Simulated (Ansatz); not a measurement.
Ansatz (a first-principles code) job for C2H3AlFNO, SMILES [CH3][Al]([F])[N]=C=O, r2SCAN-D4/def2-SVP. 

Ansatz 0.2 input:
```yaml
crystal:
  periodic: [false, false, false]
  atoms:
    - {symbol: Al, position_ang: [-0.77776953, 0.36252202, -0.32810432]}
    - {symbol: F, position_ang: [-2.13923347, -0.55796059, -0.19878296]}
    - {symbol: C, position_ang: [-0.71602963, 2.16869228, -1.12283625]}
    - {symbol: H, position_ang: [0.05809987, 2.22808962, -1.88922519]}
    - {symbol: H, position_ang: [-0.47004704, 2.92007834, -0.37069383]}
    - {symbol: H, position_ang: [-1.66898601, 2.44738408, -1.57598104]}
    - {symbol: N, position_ang: [0.68564072, -0.43324607, 0.33349254]}
    - {symbol: C, position_ang: [1.66514390, -0.95146530, 0.77752619]}
    - {symbol: O, position_ang: [2.61885847, -1.44466653, 1.20346446]}
basis:
  gaussian:
    orbitals: def2-SVP
hamiltonian:
  xc: r2scan
  dispersion: d4
relax: {f_tol: 0.002, max_steps: 200}
```

Output:

```
WARN ansatz: RAYON_NUM_THREADS=1 ignored (pool sized by the plan → 1); use --threads N
Functional definition: r2SCAN
integrals: 0.05 GiB planned
1146 factors; their error is unknown
mean field: 0.27 GiB planned
mean field evaluation 1: about -14951.3423 eV, gradient 7.9e1 eV
mean field evaluation 2: about -14937.6222 eV, gradient 1.1e2 eV
mean field evaluation 4: about -14964.1467 eV, gradient 7.3e0 eV
mean field evaluation 8: about -14964.2767 eV, gradient 1.8e-1 eV
mean field evaluation 16: about -14964.2237 eV, gradient 8.6e-5 eV
mean field -14964.22372941 eV, -549.9250789407 hartree, gradient 1.4e-5 eV, S^2 0.000000; 0 other end points of the search recorded, 0 dependent functions left out
the calculation of the forces begins
reference -14964.22374031 eV, -549.9250793412 hartree; 26, 26 occupied and 77, 77 virtual orbitals, 1146 factors
relax step   1: F+E_penalty+E_count = -14964.26543433 eV  Δ(F+E_penalty+E_count) = +0.000e0 eV  max|allowed force component| = 1.668e0 eV/Å  Δτ_max = 0.0000 Å  (28 SCF iters, accepted)
these checks for a lower state are left out or cut short: starts, cluster_reference, orbital_swaps, neighbouring_geometries, increment
integrals: 0.05 GiB planned
1146 factors; their error is unknown
mean field: 0.27 GiB planned
mean field -14964.27864000 eV, -549.9270968677 hartree, gradient 1.9e-5 eV, S^2 0.000000; 0 other end points of the search recorded, 0 dependent functions left out
the calculation of the forces begins
reference -14964.27865088 eV, -549.9270972675 hartree; 26, 26 occupied and 77, 77 virtual orbitals, 1146 factors
relax step   2: F+E_penalty+E_count = -14964.32038575 eV  Δ(F+E_penalty+E_count) = -5.495e-2 eV  max|allowed force component| = 4.031e-1 eV/Å  Δτ_max = 0.0428 Å  (31 SCF iters, accepted)
these checks for a lower state are left out or cut short: starts, cluster_reference, orbital_swaps, neighbouring_geometries, increment
integrals: 0.05 GiB planned
1146 factors; their error is unknown
mean field: 0.27 GiB planned
mean field evaluation 32: about -14964.2841 eV, gradient 2.2e-5 eV
mean field -14964.28413809 eV, -549.9272989188 hartree, gradient 2.2e-5 eV, S^2 0.000000; 0 other end points of the search recorded, 0 dependent functions left out
the calculation of the forces begins
reference -14964.28414896 eV, -549.9272993180 hartree; 26, 26 occupied and 77, 77 virtual orbitals, 1146 factors
relax step   3: F+E_penalty+E_count = -14964.32594671 eV  Δ(F+E_penalty+E_count) = -5.561e-3 eV  max|allowed force component| = 1.079e-1 eV/Å  Δτ_max = 0.0194 Å  (31 SCF iters, accepted)
these checks for a lower state are left out or cut short: starts, cluster_reference, orbital_swaps, neighbouring_geometries, increment
integrals: 0.05 GiB planned
1146 factors; their error is unknown
mean field: 0.28 GiB planned
mean field -14964.28450163 eV, -549.9273122784 hartree, gradient 2.2e-5 eV, S^2 0.000000; 0 other end points of the search recorded, 0 dependent functions left out
the calculation of the forces begins
reference -14964.28451249 eV, -549.9273126776 hartree; 26, 26 occupied and 77, 77 virtual orbitals, 1146 factors
relax step   4: F+E_penalty+E_count = -14964.32630538 eV  Δ(F+E_penalty+E_count) = -3.587e-4 eV  max|allowed force component| = 4.092e-2 eV/Å  Δτ_max = 0.0093 Å  (31 SCF iters, accepted)
these checks for a lower state are left out or cut short: starts, cluster_reference, orbital_swaps, neighbouring_geometries, increment
integrals: 0.05 GiB planned
1146 factors; their error is unknown
mean field: 0.27 GiB planned
mean field -14964.28465031 eV, -549.9273177423 hartree, gradient 2.1e-5 eV, S^2 0.000000; 0 other end points of the search recorded, 0 dependent functions left out
the calculation of the forces begins
reference -14964.28466117 eV, -549.9273181415 hartree; 26, 26 occupied and 77, 77 virtual orbitals, 1146 factors
relax step   5: F+E_penalty+E_count = -14964.32644912 eV  Δ(F+E_penalty+E_count) = -1.437e-4 eV  max|allowed force component| = 1.804e-2 eV/Å  Δτ_max = 0.0062 Å  (32 SCF iters, accepted)
these checks for a lower state are left out or cut short: starts, cluster_reference, orbital_swaps, neighbouring_geometries, increment
integrals: 0.05 GiB planned
1146 factors; their error is unknown
mean field: 0.27 GiB planned
mean field -14964.28469050 eV, -549.9273192193 hartree, gradient 1.5e-5 eV, S^2 0.000000; 0 other end points of the search recorded, 0 dependent functions left out
the calculation of the forces begins
reference -14964.28470136 eV, -549.9273196184 hartree; 26, 26 occupied and 77, 77 virtual orbitals, 1146 factors
[...]
mean field: 0.27 GiB planned
mean field -14964.28581006 eV, -549.9273603624 hartree, gradient 2.2e-5 eV, S^2 0.000000; 0 other end points of the search recorded, 0 dependent functions left out
the calculation of the forces begins
reference -14964.28582093 eV, -549.9273607620 hartree; 26, 26 occupied and 77, 77 virtual orbitals, 1146 factors
relax step  58: F+E_penalty+E_count = -14964.32751663 eV  Δ(F+E_penalty+E_count) = -3.085e-5 eV  max|allowed force component| = 5.788e-3 eV/Å  Δτ_max = 0.0040 Å  (24 SCF iters, accepted)
these checks for a lower state are left out or cut short: starts, cluster_reference, orbital_swaps, neighbouring_geometries, increment
integrals: 0.05 GiB planned
1146 factors; their error is unknown
mean field: 0.27 GiB planned
mean field -14964.28582035 eV, -549.9273607405 hartree, gradient 2.1e-5 eV, S^2 0.000000; 0 other end points of the search recorded, 0 dependent functions left out
the calculation of the forces begins
reference -14964.28583122 eV, -549.9273611401 hartree; 26, 26 occupied and 77, 77 virtual orbitals, 1146 factors
relax step  59: F+E_penalty+E_count = -14964.32752569 eV  Δ(F+E_penalty+E_count) = -9.069e-6 eV  max|allowed force component| = 5.832e-3 eV/Å  Δτ_max = 0.0104 Å  (31 SCF iters, accepted)
these checks for a lower state are left out or cut short: starts, cluster_reference, orbital_swaps, neighbouring_geometries, increment
integrals: 0.05 GiB planned
1146 factors; their error is unknown
mean field: 0.27 GiB planned
mean field evaluation 416: about -14964.2858 eV, gradient 5.0e-4 eV
mean field -14964.28582940 eV, -549.9273610733 hartree, gradient 2.1e-5 eV, S^2 0.000000; 0 other end points of the search recorded, 0 dependent functions left out
the calculation of the forces begins
reference -14964.28584028 eV, -549.9273614732 hartree; 26, 26 occupied and 77, 77 virtual orbitals, 1146 factors
relax step  60: F+E_penalty+E_count = -14964.32753146 eV  Δ(F+E_penalty+E_count) = -5.768e-6 eV  max|allowed force component| = 1.584e-2 eV/Å  Δτ_max = 0.0289 Å  (30 SCF iters, accepted)
these checks for a lower state are left out or cut short: starts, cluster_reference, orbital_swaps, neighbouring_geometries, increment
integrals: 0.05 GiB planned
1146 factors; their error is unknown
mean field: 0.27 GiB planned
mean field -14964.28584343 eV, -549.9273615887 hartree, gradient 2.6e-5 eV, S^2 0.000000; 0 other end points of the search recorded, 0 dependent functions left out
the calculation of the forces begins
reference -14964.28585431 eV, -549.9273619885 hartree; 26, 26 occupied and 77, 77 virtual orbitals, 1146 factors
relax step  61: F+E_penalty+E_count = -14964.32754599 eV  Δ(F+E_penalty+E_count) = -1.453e-5 eV  max|allowed force component| = 7.338e-3 eV/Å  Δτ_max = 0.0023 Å  (24 SCF iters, accepted)
these checks for a lower state are left out or cut short: starts, cluster_reference, orbital_swaps, neighbouring_geometries, increment
integrals: 0.05 GiB planned
1146 factors; their error is unknown
mean field: 0.27 GiB planned
mean field -14964.28585734 eV, -549.9273621000 hartree, gradient 2.1e-5 eV, S^2 0.000000; 0 other end points of the search recorded, 0 dependent functions left out
the calculation of the forces begins
reference -14964.28586822 eV, -549.9273624999 hartree; 26, 26 occupied and 77, 77 virtual orbitals, 1146 factors
relax step  62: F+E_penalty+E_count = -14964.32755931 eV  Δ(F+E_penalty+E_count) = -1.332e-5 eV  max|allowed force component| = 6.016e-3 eV/Å  Δτ_max = 0.0100 Å  (31 SCF iters, accepted)
these checks for a lower state are left out or cut short: starts, cluster_reference, orbital_swaps, neighbouring_geometries, increment
integrals: 0.05 GiB planned
1146 factors; their error is unknown
mean field: 0.27 GiB planned
mean field -14964.28588053 eV, -549.9273629524 hartree, gradient 2.1e-5 eV, S^2 0.000000; 0 other end points of the search recorded, 0 dependent functions left out
the calculation of the forces begins
reference -14964.28589142 eV, -549.9273633524 hartree; 26, 26 occupied and 77, 77 virtual orbitals, 1146 factors
relax step  63: F+E_penalty+E_count = -14964.32758035 eV  Δ(F+E_penalty+E_count) = -2.104e-5 eV  max|allowed force component| = 5.655e-3 eV/Å  Δτ_max = 0.0293 Å  (31 SCF iters, accepted)
these checks for a lower state are left out or cut short: starts, cluster_reference, orbital_swaps, neighbouring_geometries, increment
integrals: 0.05 GiB planned
1146 factors; their error is unknown
mean field: 0.27 GiB planned
mean field -14964.27250682 eV, -549.9268714773 hartree, gradient 1.7e-5 eV, S^2 0.000000; 0 other end points of the search recorded, 0 dependent functions left out
the calculation of the forces begins
reference -14964.27251768 eV, -549.9268718764 hartree; 26, 26 occupied and 77, 77 virtual orbitals, 1146 factors
relax step  64: F+E_penalty+E_count = -14964.31419037 eV  Δ(F+E_penalty+E_count) = +1.339e-2 eV  max|allowed force component| = 4.735e-1 eV/Å  Δτ_max = 0.1953 Å  (29 SCF iters, rejected (line search))
these checks for a lower state are left out or cut short: starts, cluster_reference, orbital_swaps, neighbouring_geometries, increment
integrals: 0.05 GiB planned
1146 factors; their error is unknown
mean field: 0.27 GiB planned
mean field evaluation 448: about -14964.2859 eV, gradient 3.5e-5 eV
mean field -14964.28587965 eV, -549.9273629199 hartree, gradient 7.8e-6 eV, S^2 0.000000; 0 other end points of the search recorded, 0 dependent functions left out
the calculation of the forces begins
reference -14964.28589054 eV, -549.9273633200 hartree; 26, 26 occupied and 77, 77 virtual orbitals, 1146 factors
relax step  65: F+E_penalty+E_count = -14964.32757762 eV  Δ(F+E_penalty+E_count) = +2.732e-6 eV  max|allowed force component| = 6.231e-3 eV/Å  Δτ_max = 0.0016 Å  (25 SCF iters, rejected (line search))
these checks for a lower state are left out or cut short: starts, cluster_reference, orbital_swaps, neighbouring_geometries, increment
integrals: 0.05 GiB planned
1146 factors; their error is unknown
mean field: 0.27 GiB planned
mean field -14964.28588424 eV, -549.9273630885 hartree, gradient 1.9e-5 eV, S^2 0.000000; 0 other end points of the search recorded, 0 dependent functions left out
the calculation of the forces begins
reference -14964.28589512 eV, -549.9273634885 hartree; 26, 26 occupied and 77, 77 virtual orbitals, 1146 factors
relax step  66: F+E_penalty+E_count = -14964.32758388 eV  Δ(F+E_penalty+E_count) = -3.534e-6 eV  max|allowed force component| = 1.500e-3 eV/Å  Δτ_max = 0.0008 Å  (22 SCF iters, accepted)
integrals: 0.05 GiB planned
1146 factors; their error is unknown
mean field: 0.27 GiB planned
mean field -14964.28588424 eV, -549.9273630885 hartree, gradient 1.9e-5 eV, S^2 0.000000; 1 other end points of the search recorded, 0 dependent functions left out
the calculation of the forces begins
reference -14964.28589512 eV, -549.9273634885 hartree; 26, 26 occupied and 77, 77 virtual orbitals, 1146 factors
Total energy: -14964.32759477 eV, -549.9288959222 hartree
Atom 0 at    -0.741770     0.445513    -0.219348 Å, force    -0.000317    -0.000753    -0.000018 eV/Å
Atom 1 at    -2.181034    -0.305206     0.144993 Å, force     0.000809     0.000584    -0.000123 eV/Å
Atom 2 at    -0.714794     2.141804    -1.133035 Å, force     0.000457    -0.000478     0.000044 eV/Å
Atom 3 at     0.294964     2.420190    -1.472823 Å, force    -0.000289     0.000216     0.000158 eV/Å
Atom 4 at    -1.074588     2.946712    -0.469062 Å, force    -0.000246     0.000040    -0.000181 eV/Å
Atom 5 at    -1.384951     2.139539    -2.008491 Å, force     0.000105     0.000018     0.000026 eV/Å
Atom 6 at     0.721504    -0.412750     0.298344 Å, force    -0.000728     0.000660     0.001161 eV/Å
Atom 7 at     1.692899    -1.024074     0.666784 Å, force     0.000269    -0.000182    -0.001500 eV/Å
Atom 8 at     2.643446    -1.612298     1.021497 Å, force    -0.000060    -0.000105     0.000434 eV/Å
Dipole moment:    -0.092661     0.469146    -0.256207 e Å
```

The calculation finished and met its thresholds.

Cost: very roughly 8 core-minutes.
